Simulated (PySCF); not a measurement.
PySCF input (B3PW91/6-31G* (5d)):

```python
from pyscf import gto, dft

mol = gto.M(
    atom='''
    B    -0.91474652   -0.10148148   -0.02466265
    N     0.52235394   -0.06411667    0.01039311
    H    -1.26973164    1.09815991    0.00322334
    H     1.12003754    0.76684294    0.04962353
    H     1.06694913   -0.90877879   -0.00228534
    ''',
    basis='6-31g*',
    charge=-1,
    spin=0,
    verbose=4,
)

mf = dft.RKS(mol, xc='b3pw91')
mf.grids.level = 3
mf.conv_tol = 1e-9
mf.max_cycle = 100
mf.max_memory = 1500
mf.kernel()
if not mf.converged:
    mf = mf.newton()
    mf.kernel(mf.make_rdm1())
mf.dip_moment()
```

**Question.** Predict the final energy.

**Answer.** -81.26367 Eh.
